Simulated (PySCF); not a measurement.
CHO2, charge +1. Atoms are numbered in the order given.

```xyz
4

O     -0.0173     1.2285     0.0000
C     -0.0105     0.1089     0.0000
O      0.1111    -1.1002     0.0000
H     -0.6878    -1.6791     0.0000
```
Charge +1, spin multiplicity 1.

Coordinates come from a PBE0-D3(BJ)/def2-TZVP optimisation. The isomer is the one that the SMILES or the coordinates give; other isomers of the formula were not compared.

All values below come from PBE0/def2-TZVPD (PySCF).

Isolated molecule, no solvent.

- total energy = -188.68038 hartree
- point group = Cs
- highest occupied level = -19.60 eV
- lowest empty level = -8.48 eV
- orbital gap = 11.12 eV
- dipole moment about the centre of nuclear charge = 0.686 e·Å
- mean static polarisability = 14.8 bohr³ (2.20 Å³)
- polarisability, principal values = 10.3, 11.0, 23.2 bohr³
